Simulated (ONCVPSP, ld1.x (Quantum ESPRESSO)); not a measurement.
# Potentials for zinc compared

Generated with ld1.x 7.5 (TM, RRKJ, ultrasoft, PAW), atompaw 4.2 or ONCVPSP 4.0.1. The cutoff is in Ry: for ld1.x and atompaw files where the sum of valence levels is converged to 10 mRy in a Bessel basis, for ONCV files where the hardest occupied wave has 1 mHa per electron of residual kinetic energy. The error is the largest all-electron minus pseudo excitation energy over each file’s own four to seven test configurations (ionisations up to +4, promotions, holes and added fractions of an electron), all of which were solved. The labels leave out finer settings (local radius, basis sizes, second energies), which also bear on the numbers. Spin-polarised tests are not counted. The rows are a selection from randomly drawn settings: files with unsolved tests, undetermined cutoffs or missed reference levels are left out.

A true bound ghost makes a file unfit for plane-wave use even where its test errors are small: the radial tests pick states by their node count and pass the ghost by.

```csv
potential,cutoff (Ry),largest error (meV),bound ghosts
"ultrasoft, PBEsol, fully relativistic, rc 1.75/2.55/2.50 (spd), local smoothed, core correction yes, reference 4s2 4p0",10,-289,none
"ONCV, PBEsol, scalar-relativistic, rc 1.10/0.80/1.25 (spd), local smoothed, core correction yes, reference 3s2 3p6 3d10, qcut 14.3/17.8/12, projectors 2/1/2",185,+36,none
"TM, LDA (PZ), scalar-relativistic, rc 1.45/1.60/0.95 (spd), local d, core correction yes, reference 3d10 4s0.5 4p0",260,-220,"s, p"
```

Question: Fill in the row for Zn: ONCV, PBE, scalar-relativistic, rc 2.00/1.85/1.25 (spd), local d, core correction no, reference 3d10 4s2, qcut 2.7/5/11.2, projectors 3/2/0.

Answer: cutoff 112 Ry, largest error -664 meV, bound ghosts: s.

Question: Fill in the row for Zn: ONCV, PBE, scalar-relativistic, rc 1.00/0.70/0.70 (spd), local smoothed, core correction no, reference 3s2 3p6 3d10 4s1.5, qcut 14/9.6/15.1, projectors 2/2/2.

Answer: cutoff 813 Ry, largest error -0.6 meV, bound ghosts: none.

Question: Fill in the row for Zn: ONCV, PBEsol, scalar-relativistic, rc 1.15/0.75/0.85 (spd), local smoothed, core correction yes, reference 3s2 3p6 3d10 4s1, qcut 8.9/9.5/16.8, projectors 3/2/1.

Answer: cutoff 254 Ry, largest error -8.4 meV, bound ghosts: none.
